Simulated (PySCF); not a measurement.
Correlation energy of Hg(2+) (mercury, charge +2)

[Xe] 4f14 5d9 6s1, high-spin 3D determinant (an excited configuration). Computed with PySCF 2.14 in def2-QZVPPD with the def2 core potential (60 electrons) (7s5p4d4f2g, 88 functions), with scalar relativity through the core potential. Frozen: 5s2 5p6; 10 electrons correlated.

```tsv
level	correlation energy (mhartree)
CCSD	-300.77
(T)	-9.43
CCSD(T)	-310.20
```

Diagnostics: T1 = 0.0056, D1 = 0.0217, largest double amplitude 0.015.

Question: Is a single reference adequate?

Answer: Yes, within this model without spin-orbit coupling: T1 lies below 0.03 and no double amplitude reaches 0.07.
